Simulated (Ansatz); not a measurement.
Cartesian coordinates in Å:
```
C 0.578 -0.443 -1.708
O 0.864 -0.989 -0.446
Sn -0.295 -0.548 1.076
N -0.367 1.467 1.120
H 0.489 0.651 -1.682
H 1.398 -0.699 -2.386
H -0.349 -0.850 -2.138
H 0.525 -1.269 2.381
H -1.880 -1.100 0.758
H 0.313 1.921 1.714
H -1.278 1.860 1.311
```

The species carries charge 0 and has multiplicity 1. Sn takes the def2 core potential.

Task: List the B3LYP/def2-TZVPP orbital energies in eV (the Gaussian-basis code of Ansatz). (An estimate is asked.)

Result: Computed: Occupied: -519.75, -389.11, -277.55, -138.89, -93.75, -93.74, -93.73, -28.54, -28.14, -28.05, -27.93, -27.93, -26.05, -22.58, -17.82, -14.21, -13.08, -11.74, -11.71, -11.31, -9.98, -9.20, -7.75, -7.28, -7.06. Lowest empty: -0.35, -0.14, 0.34, 1.54, 1.58, 2.01, 2.29, 2.94.

B3LYP here is the variant with VWN-RPA as its local correlation; programs differ in this.
